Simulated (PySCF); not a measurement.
CH₄Cl₂OSi₂, SMILES Cl[Si]1(Cl)CO[SiH2]1. The structure is a stationary point at PBE-D3(BJ)/def2-SVP. This is a generated structure with no PubChem entry under its InChIKey; it may be hypothetical.

Computed equilibrium geometry at PBE-D3(BJ)/def2-SVP (PySCF confirms it by a frequency run) as Cartesian coordinates in Å, and its point group:
point group Cs.
```xyz
10

Cl     1.5074    -0.1130     1.6904
Si     0.2986     0.0176     0.0000
Cl     1.5074    -0.1130    -1.6904
C     -0.9311     1.5100     0.0000
O     -2.1765     0.7743     0.0000
Si    -1.8535    -0.9117     0.0000
H     -0.8539     2.1559    -0.9023
H     -0.8539     2.1559     0.9023
H     -2.3876    -1.6038     1.2244
H     -2.3876    -1.6038    -1.2244
```
